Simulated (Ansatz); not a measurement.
Reaction (isomerisation): `N[SiH2][SiH2]C=O` → `N=C([SiH3])O[SiH3]`

Isolated molecules relaxed with PBE0-D4/def2-TZVP in Ansatz; ΔE leaves out vibrations. CCSD(T)/CBS is the MP2 limit (def2-TZVPP, def2-QZVPP) plus CCSD(T) − MP2 in def2-TZVPP, frozen cores. Functionals use def2-TZVPP. B3LYP here is the variant with VWN-RPA as its local correlation; programs differ in this. Each species was taken in one conformer, which may not be the lowest.

`N[SiH2][SiH2]C=O`:

```xyz
12

N     2.012   -0.135    1.362
Si    1.165    0.078   -0.121
Si   -1.143    0.030    0.310
C    -2.070    0.124   -1.378
O    -2.341   -0.856   -2.023
H     1.824   -0.940    1.938
H     2.983    0.128    1.421
H     1.548    1.409   -0.664
H     1.443   -0.929   -1.190
H    -1.539   -1.238    0.980
H    -1.551    1.194    1.143
H    -2.332    1.134   -1.779
```

`N=C([SiH3])O[SiH3]`:

Cartesian coordinates in Å:
```
N 0.453 1.186 0.686
C 0.395 0.059 0.111
Si 1.804 -1.175 -0.209
O -0.797 -0.364 -0.349
Si -2.132 0.651 -0.121
H 1.390 1.419 0.998
H 1.945 -1.394 -1.669
H 1.496 -2.459 0.466
H 3.047 -0.583 0.348
H -2.413 0.859 1.317
H -3.223 -0.136 -0.742
H -1.965 1.936 -0.836
```

(1) Is it downhill or uphill in electronic energy at CCSD(T)/CBS, and by how much? (Estimate.)

(2) What do these levels give: PBE-D4, ωB97X-V, ωB97M-V, B2PLYP, PBE, PBE0, B3LYP, CCSD/def2-TZVPP, HF/def2-QZVPP, SCS-MP2/def2-QZVPP, HF/CBS(def2), MP2/CBS(def2)? (An estimate is asked.)

Largest T1 diagnostic among the species: 0.015.

## Answers

(1) Ansatz gave: Downhill: ΔE = -46.5 kJ/mol.

(2) The calculation gave: PBE-D4 -31.6, ωB97X-V -46.3, ωB97M-V -51.1, B2PLYP -48.9, PBE -29.9, PBE0 -34.3, B3LYP -43.4, CCSD/def2-TZVPP -48.8, HF/def2-QZVPP -56.5, SCS-MP2/def2-QZVPP -53.1, HF/CBS(def2) -56.5, MP2/CBS(def2) -51.9 kJ/mol.

From PBE to PBE0 (25 % exact exchange), in def2-TZVPP and without D4, ΔE moves by −4.4 kJ/mol.
